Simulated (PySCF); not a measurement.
C4H2F2O2, SMILES O1C(F)=C(C(=O)C1)F.

Geometry: B3LYP-D3(BJ)/def2-SVP. The structure was generated by enumeration, and PubChem lists no compound with its InChIKey, so it may never have been made. Other conformers were not sampled.

Method: PySCF with B3LYP-D3(BJ)/def2-SVP.

Frequencies are harmonic and unscaled.

Computed normal modes with their intensities:
| mode | ν (cm⁻¹) | IR (km/mol) | moving atoms (share of kinetic energy) |
|---|---|---|---|
| 1 | 122 | 6.4 | O 35 %, F 34 %, C 21 %, H 10 % |
| 2 | 224 | 3.6 | O 36 %, H 28 %, C 18 %, F 18 % |
| 3 | 251 | 0.0 | F 79 %, O 17 % |
| 4 | 320 | 1.7 | C 63 %, F 22 %, O 14 % |
| 5 | 341 | 5.0 | F 47 %, O 41 %, C 11 % |
| 6 | 552 | 1.2 | C 62 %, H 26 %, O 10 % |
| 7 | 562 | 0.0 | F 43 %, C 28 %, O 28 % |
| 8 | 585 | 4.1 | C 43 %, O 28 %, F 16 %, H 12 % |
| 9 | 641 | 10.4 | C 88 % |
| 10 | 687 | 27.2 | C 45 %, O 38 %, F 12 % |
| 11 | 728 | 20.3 | F 40 %, O 31 %, C 26 % |
| 12 | 964 | 1.2 | C 55 %, H 42 % |
| 13 | 1029 | 48.2 | C 50 %, O 41 % |
| 14 | 1053 | 5.6 | C 67 %, O 15 %, H 10 % |
| 15 | 1173 | 147.9 | C 71 %, F 17 %, O 8 % |
| 16 | 1190 | 1.5 | H 91 % |
| 17 | 1249 | 103.6 | C 48 %, H 39 % |
| 18 | 1364 | 121.3 | C 48 %, H 33 %, O 13 % |
| 19 | 1438 | 68.7 | H 76 %, C 21 % |
| 20 | 1498 | 221.3 | C 74 %, O 9 %, H 9 % |
| 21 | 1762 | 431.0 | C 90 % |
| 22 | 1859 | 162.3 | C 69 %, O 30 % |
| 23 | 3086 | 1.3 | H 95 % |
| 24 | 3153 | 0.3 | H 90 %, C 10 % |
